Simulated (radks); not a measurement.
Results of a calculation; reference values are marked as such.
Effect of the nuclear size on the lead ion Pb2+, [Hg]. Code: a radial shooting solver on a logarithmic mesh with Libxc functionals. Model: Dirac Kohn-Sham, relativistic LDA (MacDonald-Vosko exchange, VWN5 correlation), spin-unpolarised, spherical densities, finite nucleus; Fermi nuclear charge, rms radius 5.5012 fm. The rms radius is varied about that value; shifts are against it.

rms radius (fm),total energy shift (eV),density at nucleus (e/bohr^3),1s1/2 shift (meV),2s1/2 shift (meV),5s1/2 shift (meV),5p1/2 shift (meV),6s1/2 shift (meV),6p1/2 (empty) shift (meV),7s1/2 (empty) shift (meV)
4.5825,-40.0,2.915e+06,-15800,-2410,-29.1,0.673,-3.33,0.592,-0.524
4.9621,-24.0,2.816e+06,-9490,-1440,-17.4,0.402,-2.00,0.355,-0.314
5.5012,0,2.693e+06,0.000,0.000,0.000,0.000,0.000,0.000,0.000
5.8148,14.6,2.629e+06,5780,878,10.6,-0.243,1.22,-0.216,0.191
6.7335,59.9,2.466e+06,23700,3600,43.5,-0.990,4.99,-0.884,0.783

Slopes of the eigenvalues against <r^2> in GHz/fm^2, as finite differences over the two radii next to the reference (eigenvalue slopes, not the field-shift constants of lines): 1s1/2 402000, 2s1/2 61100, 5s1/2 737, 5p1/2 -17.0, 6s1/2 84.6, 6p1/2 (empty) -15.0, 7s1/2 (empty) 13.3.
